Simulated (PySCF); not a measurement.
methoxysilylmethanol (C2H8O2Si), SMILES OC[SiH2]OC.

The structure is a stationary point at PBE0-D3(BJ)/def2-SVP. The values are those of a single conformer.

These are PBE/def2-TZVP in PySCF values and carry that method's errors.

```
Item                                                                                                           Result
---------------------------------------------------------------------------------------------  ----------------------
total energy                                                                                       -520.65759 hartree
highest occupied level                                                                                       -6.00 eV
lowest empty level                                                                                           -0.69 eV
orbital gap                                                                                                   5.31 eV
dipole moment                                                                                                  1.54 D
quadrupole, principal values (traceless, Buckingham form, about the centre of nuclear charge)  -5.65, -0.60, 6.25 D·Å
mean static polarisability                                                                       61.5 bohr³ (9.12 Å³)
polarisability, principal values                                                               54.5, 56.9, 73.2 bohr³
```
